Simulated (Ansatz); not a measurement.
Species: BOF, charge 0, triplet. This triplet is an excited state, 4.4 eV above the singlet at CCSD(T)/cc-pV5Z (Ansatz, a first-principles code). BOF (parent SMILES O=BF, triplet).
B3LYP-D3(BJ)/def2-TZVP minimum from Ansatz:
```
B
F 1 1.3157
O 1 1.3726 2 114.74
```
Charge 0, spin multiplicity 3.

Total energies in cc-pVTZ, 16 correlated electrons, 3 frozen orbitals. Open shells are spin-unrestricted; no spin-orbit coupling. Correlated methods leave the cores frozen. No relativity. The spin of BFO (parent SMILES O=BF, triplet) was assumed, and the state is the lowest solution found for it.

| method | program | energy (Eh) | minus CCSDT(Q) (mEh) |
|---|---|---|---|
| HF | Ansatz | -199.05192 | 533.82 |
| MP2 | Ansatz | -199.55250 | 33.23 |
| CCSD | Ansatz | -199.56733 | 18.41 |
| CCSD(T) | Ansatz | -199.58418 | 1.56 |
| CCSDT(Q) | Ansatz | -199.58574 | 0.00 |

Rough core times of Ansatz's runs on a shared machine: CCSD(T) 70 s, CCSDT(Q) 30 min.
